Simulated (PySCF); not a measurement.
Compound: C6H9FOS.
Geometry (PBE0-D3(BJ)/def2-SVP, Å), atoms numbered from 1 in this order:
```
atom  x, y, z in Å
C1     2.443    0.049    0.229
S2     1.151   -0.813    1.164
O3     0.948   -0.048    2.441
C4    -0.205   -0.303    0.088
C5    -0.606    1.138   -0.308
C6    -1.679    0.207   -0.929
C7    -1.686   -0.566    0.409
C8    -0.540   -0.736   -1.345
F9     0.311   -0.318   -2.327
H10    2.232    1.126    0.293
H11    2.444   -0.296   -0.815
H12    3.400   -0.177    0.717
H13   -0.931    1.779    0.523
H14    0.057    1.661   -1.009
H15   -2.548    0.503   -1.533
H16   -2.022   -1.615    0.391
H17   -2.070   -0.023    1.282
H18   -0.782   -1.797   -1.517
```

Linear response at wB97X-D/def2-SVPD (PySCF, frozen core in the response, non-relativistic). One conformer (not necessarily the lowest) at the PBE0-D3(BJ)/def2-SVP geometry, without solvent, vibrations or thermal averaging.

Static isotropic polarisability: 90.59 au (13.42 Å³), principal values 80.2, 90.1, 101.5 au.

(1) What is the polarisability at 1064 nm and at the sodium D line?

(2) What is the isotropic C6 coefficient between two such molecules, C6 = (3/π)∫α(iω)² dω?

(3) Which effective excitation energy ω̄ makes London's formula C6 = (3/4)α²ω̄ exact here?

(4) What n − 1 at the D line would an ideal gas of it have at 273.15 K and 1 atm (2.6868 × 10¹⁹ cm⁻³), by n − 1 = 2π·N·α′?

(5) How anisotropic is the static polarisability, by Δα² = ½[(α1 − α2)² + (α2 − α3)² + (α3 − α1)²]?

(6) What three-body coefficient follows from the one-pole estimate C9 = (3/4)·α·C6?

## Answers

(1) 91.27 au at 1064 nm (+0.7 %), 92.86 au at 589.3 nm (+2.5 %). The rise at 589.3 nm is 3.36 times that at 1064 nm; a pure ω² law gives 3.26. The lowest singlet lies at 214 nm, shorter than both wavelengths.

(2) 3606 au (Eh·bohr⁶) by a ten-point quadrature over imaginary frequencies, which is 2150 eV·Å⁶ or 208 J·nm⁶/mol.

(3) ω̄ = 4·C6/(3α²) = 0.586 Eh = 15.9 eV. A one-pole form α(ω) = α/(1 − ω²/ω̄²) fitted to the 1064 nm value gives 13.5 eV.

(4) 23.23 × 10⁻⁴, a formal value whether or not that pressure can be reached.

(5) Δα = 18.5 au, or 0.20 of the isotropic value.

(6) 245000 au. This is an estimate from the two numbers above, not a computed integral.

The run took about 3 min of CPU time (one thread, shared machine). This is the whole response run at wB97X-D/def2-SVPD, SCF included.

wB97X-D is run here without its empirical dispersion term; that term would change no orbital, density or response property at a fixed geometry.
